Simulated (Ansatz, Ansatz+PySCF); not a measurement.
```xyz
26

C     0.0000    0.7050    0.0000
C    -0.9970    1.7020    0.0000
C    -2.4070    1.7020    0.0000
C    -3.4040    0.7050    0.0000
C    -3.4040   -0.7050    0.0000
C    -2.4070   -1.7020    0.0000
C    -0.9970   -1.7020    0.0000
C     0.0000   -0.7050    0.0000
C     0.9970    1.7020    0.0000
C     2.4070    1.7020    0.0000
C     3.4040    0.7050    0.0000
C     3.4040   -0.7050    0.0000
C     2.4070   -1.7020    0.0000
C     0.9970   -1.7020    0.0000
H    -0.5818    2.7044    0.0000
H    -2.8222    2.7044    0.0000
H    -4.4065    1.1202    0.0000
H    -4.4065   -1.1202    0.0000
H    -2.8222   -2.7044    0.0000
H    -0.5818   -2.7044    0.0000
H     0.5818    2.7044    0.0000
H     2.8222    2.7044    0.0000
H     4.4065    1.1202    0.0000
H     4.4065   -1.1202    0.0000
H     2.8222   -2.7044    0.0000
H     0.5818   -2.7044    0.0000
```

Basis set: def2-SVP (spherical functions). Charge 0, multiplicity 3.

Computed with Ansatz (development build ahead of 0.2.0); each method stands on the lowest determinant of its kind that the runs found. Restricted functionals stand beside restricted open-shell atoms, which can lie above the unrestricted atoms usual in DFT and then raise those values.

The atomization energy at this shape (free ground-state atoms in the same class of orbitals less the molecule, no zero-point energy) of triplet C14H12:

```tsv
method	atomization energy
ωB97X (unrestricted)	125.50 eV
PBE0 (unrestricted)	128.48 eV
```

**Question.** What does PBE0 (restricted open-shell) give?

**Answer.** 129.00 eV. Caution: another spin multiplicity may lie lower.

The shape needn't be a minimum at these levels.
